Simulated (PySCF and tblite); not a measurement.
2 diastereomers of C₅H₆ClFO, numbered alike:

```csv
isomer,SMILES,descriptors (one enantiomer)
A,[F:1][C@@H:2]1[CH2:3][O:4][C@@H:5]2[CH2:6][C@:7]12[Cl:8],"2R, 5R, 7R"
B,[F:1][C@H:2]1[CH2:3][O:4][C@@H:5]2[CH2:6][C@:7]12[Cl:8],"2S, 5R, 7R"
```

Computed spectrum of one of them (conformer average at 298.15 K; GFN1-xTB geometries, energies TPSS/cc-pVDZ (IEF-PCM, acetone) (D3(BJ) added where defined), GIAO shieldings wB97X/pcSseg-1 (IEF-PCM, acetone); references on GFN2-xTB geometries), in ppm: ¹H (against TMS): 5.40 (1H), 4.70 (1H), 4.45 (1H), 4.34 (1H), 1.25 (1H), 1.23 (1H). ¹³C (against TMS): 99.4 (1C), 80.2 (1C), 69.5 (1C), 49.4 (1C), 22.6 (1C). Of the H, only those on carbon are given.

Question: Which isomer is it?

Answer: B. After a straight-line scaling (slope 0.85 to 1.15) of computed carbon shifts, the largest errors are A 5.9 ppm (at 80.2), B 2.8 ppm (at 49.4). Assigned: ¹H (against TMS): 5.40 (H2, 1H), 4.70 (H3a, 1H), 4.45 (H5, 1H), 4.34 (H3b, 1H), 1.25 (H6b, 1H), 1.23 (H6a, 1H). ¹³C (against TMS): 99.4 (C2), 80.2 (C3), 69.5 (C5), 49.4 (C7), 22.6 (C6). For comparison, at another level (GFN2-xTB geometries, energies PBE0/pcSseg-1 (D3(BJ) added where defined), GIAO shieldings PBE0/pcSseg-1) the isomers give: A: ¹H (against TMS): 5.78 (H2, 1H), 4.49 (H3a, 1H), 3.96 (H5, 1H), 3.77 (H3b, 1H), 1.92 (H6a, 1H), 1.09 (H6b, 1H). ¹³C (against TMS): 103.8 (C2), 75.4 (C3), 71.1 (C5), 53.5 (C7), 22.2 (C6). ¹⁹F (against CFCl3): -217.8 (F1). B: ¹H (against TMS): 5.01 (H2, 1H), 4.56 (H3a, 1H), 4.11 (H5, 1H), 3.90 (H3b, 1H), 0.94 (H6a, 1H), 0.89 (H6b, 1H). ¹³C (against TMS): 99.2 (C2), 77.7 (C3), 69.8 (C5), 51.5 (C7), 19.9 (C6). ¹⁹F (against CFCl3): -196.3 (F1).

Unscaled ¹⁹F shifts at such levels can be off by tens of ppm; differences between conformers or isomers are more reliable. Shifts are unscaled: against experiment ¹³C can be off by 15 ppm or more and ¹H by 0.8 ppm.
